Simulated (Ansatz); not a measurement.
CH5ISSi (`SC[SiH2]I`), charge 0, multiplicity 1.

(1) Give a relaxed structure at PBE0-D4/def2-TZVP (Ansatz). (An estimate is asked.)

Answers

(1) The calculation gave: 
Z-matrix (Å, degrees):
```
C
Si 1 1.871
S 1 1.809 2 112.8
H 1 1.092 2 111.8 3 -126.5
H 1 1.095 2 107.3 3 115.9
I 2 2.447 1 109.3 3 62.9
H 2 1.480 1 110.7 3 -55.8
H 2 1.485 1 111.2 3 -179.4
H 3 1.345 1 96.8 2 -52.0
```
This is one stationary point; other conformers may exist.
